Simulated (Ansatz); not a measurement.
ClH$_{3}$S$_{3}$Ti (`[SH][Ti]([SH])([SH])[Cl]`), relaxed with RKS PBE0-D4/def2-TZVP in Ansatz from a PBE-D4/def2-SVP geometry. The force threshold is 0.005 eV/Å; the program also tests the step.

Charge 0, multiplicity 1.

Start:

```xyz
8

S    -1.407    1.031   -1.247
Ti    0.307   -0.293   -0.514
S     1.772    1.012    0.659
S    -0.555   -1.861    0.909
Cl    1.310   -1.250   -2.195
H    -0.978    1.997   -0.381
H     1.254    0.488    1.809
H    -1.704   -1.125    0.961
```

How much energy does the relaxation release, and in how many steps? (Best estimate.)

The calculation gave: 2.25 kJ/mol, in 4 steps.

Which bonds change most? (An estimate is asked.)

The calculation gave: S3–H7 from 1.366 to 1.347 Å; S1–H6 from 1.366 to 1.347 Å; S4–H8 from 1.366 to 1.347 Å; S1–Ti2 from 2.286 to 2.273 Å.

Give the relaxed structure. (Estimate.)

The calculation gave: 
```xyz
8

S    -1.372    1.046   -1.265
Ti    0.305   -0.291   -0.511
S     1.787    0.974    0.660
S    -0.573   -1.868    0.871
Cl    1.306   -1.246   -2.189
H    -1.028    2.018   -0.399
H     1.288    0.531    1.830
H    -1.713   -1.163    1.002
```
